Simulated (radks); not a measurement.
Effect of the nuclear size on neutral fluorine, [He] 2s2 2p5. Calculated with a radial shooting solver on a logarithmic mesh with Libxc functionals: Dirac Kohn-Sham, LDA (Slater exchange, Perdew-Wang correlation), spin-unpolarised, spherical densities, finite nucleus; open shells are shared between the two j in proportion to 2j + 1; Fermi nuclear charge, rms radius 2.8976 fm. The rms radius is varied about that value; shifts are against it.

rms radius (fm)  total energy shift (eV)  density at nucleus (e/bohr^3)  1s1/2 shift (meV)
2.4919                         -0.000184                          459.5             -0.075
2.6252                         -0.000126                          459.3             -0.051
2.8976                                 0                          459.1              0.000
3.0077                         0.0000546                            459              0.022
3.3206                          0.000221                          458.7              0.090

Slopes of the eigenvalues against <r^2> in GHz/fm^2, as finite differences over the two radii next to the reference (eigenvalue slopes, not the field-shift constants of lines): 1s1/2 8.25.
